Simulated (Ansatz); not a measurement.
Ansatz (a first-principles code) input (CCSD(T)/def2-SVPD):

Ansatz 0.2 input:
```yaml
crystal:
  periodic: [false, false, false]
  atoms:
    - {symbol: Sn, position_ang: [0.02705705, -0.00874175, -0.00653606]}
    - {symbol: O, position_ang: [1.83072166, -0.59148011, -0.44223963]}
    - {symbol: F, position_ang: [-0.75924037, -0.37420131, 1.63564268]}
    - {symbol: F, position_ang: [-1.01838471, 0.94852667, -1.20622937]}
basis:
  gaussian:
    orbitals: def2-SVPD
total_charge: 1
magnetization: {spin_polarized: true, initial_magnetization: 1}
correlation: {method: ccsd_t, electrons: outside_noble_gas}
```

Output:

```
Functional definition: HF
integrals: 0.24 GiB planned
1089 factors; integrals over basis functions are off by at most 1.1e-4 eV
mean field: 0.53 GiB planned
mean field evaluation 1: about -13231.0352 eV, gradient 4.7e1 eV
mean field evaluation 2: about -13231.1355 eV, gradient 4.7e1 eV
mean field evaluation 4: about -13238.6935 eV, gradient 2.3e0 eV
mean field evaluation 8: about -13238.7717 eV, gradient 3.6e-1 eV
mean field evaluation 16: about -13238.7822 eV, gradient 1.9e-5 eV
mean field evaluation 32: about -13238.7821 eV, gradient 3.2e-2 eV
mean field evaluation 64: about -13238.7660 eV, gradient 2.0e0 eV
mean field evaluation 96: about -13238.6193 eV, gradient 5.0e-3 eV
mean field evaluation 128: about -13235.6314 eV, gradient 9.0e-2 eV
mean field evaluation 160: about -13236.3975 eV, gradient 1.1e-1 eV
mean field evaluation 192: about -13232.0446 eV, gradient 1.2e-3 eV
mean field evaluation 224: about -13236.3979 eV, gradient 4.9e-2 eV
mean field evaluation 256: about -13232.6926 eV, gradient 7.9e-4 eV
mean field evaluation 288: about -13229.2102 eV, gradient 2.6e1 eV
mean field evaluation 320: about -13236.1901 eV, gradient 2.2e0 eV
mean field evaluation 352: about -13232.2377 eV, gradient 1.2e-2 eV
mean field -13238.78218695 eV, -486.5162718016 hartree, gradient 2.0e-6 eV, S^2 0.787427; 9 other end points of the search recorded, 0 dependent functions left out
determinant -13238.78218695 eV, -486.5162718016 hartree, with singles and doubles -13255.93541446 eV, -487.1466412858 hartree
determinant -13238.61933613 eV, -486.5102871444 hartree, with singles and doubles -13255.74016675 eV, -487.1394660647 hartree
determinant -13236.39800585 eV, -486.4286547623 hartree, with singles and doubles -13253.65553180 eV, -487.0628571431 hartree
determinant -13235.63161270 eV, -486.4004903335 hartree, with singles and doubles -13251.59997991 eV, -486.9873170045 hartree
determinant -13238.78218695 eV, -486.5162718016 hartree, with singles and doubles -13255.97966680 eV, -487.1482675291 hartree
determinant -13238.61933613 eV, -486.5102871444 hartree, with singles and doubles -13255.78281213 eV, -487.1410332536 hartree
12 core orbitals not correlated, not the lowest: weight in the atoms' cores, before any rotation towards them, 0.647 or more for the frozen orbitals, at most 0.348 for the correlated occupied ones
reference -13238.78218695 eV, -486.5162718016 hartree; 12, 11 occupied and 77, 78 virtual orbitals, 1089 factors
second order -16.91729032 eV of doubles, -0.00000000 eV of singles
coupled cluster: 0.61 GiB planned
cycle   1  -17.19748014 eV  change   -2.9e-7 eV  update   4.4e-6
coupled cluster: 0.62 GiB planned
perturbative correction -0.48624372 eV, -0.0178691273 hartree
Total energy: -13256.46591082 eV, -487.1661366672 hartree
```
